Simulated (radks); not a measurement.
Task: The europium ion Eu+, [Xe] 4f7 6s1. All-electron calculation, non-relativistic Kohn-Sham, PBE, spin-polarised, spherical densities, point nucleus. Program: a radial shooting solver on a logarithmic mesh with Libxc functionals. Every spin shell is full or empty, so the densities are truly spherical. Functionals are evaluated on that one density, not self-consistently. Rank these orbital-free kinetic functionals by their error against the exact value of the orbitals, and give that value: Thomas-Fermi, TF + vW, TF + vW/9, TF + vW/5, LC94, APBEK, revAPBEK, Perdew 92, Thakkar, PG1, Ernzerhof.

Result: Exact: 10423.1 hartree. From best to worst, with 100 (|E| - |E exact|)/|E exact| (equal figures are ties): LC94 -0.01, APBEK +0.03, revAPBEK +0.19, Ernzerhof -0.50, Thakkar -0.73, Perdew 92 -0.73, TF + vW/9 -0.74, TF + vW/5 +2.68, Thomas-Fermi -5.01, PG1 +13.66, TF + vW +33.48.
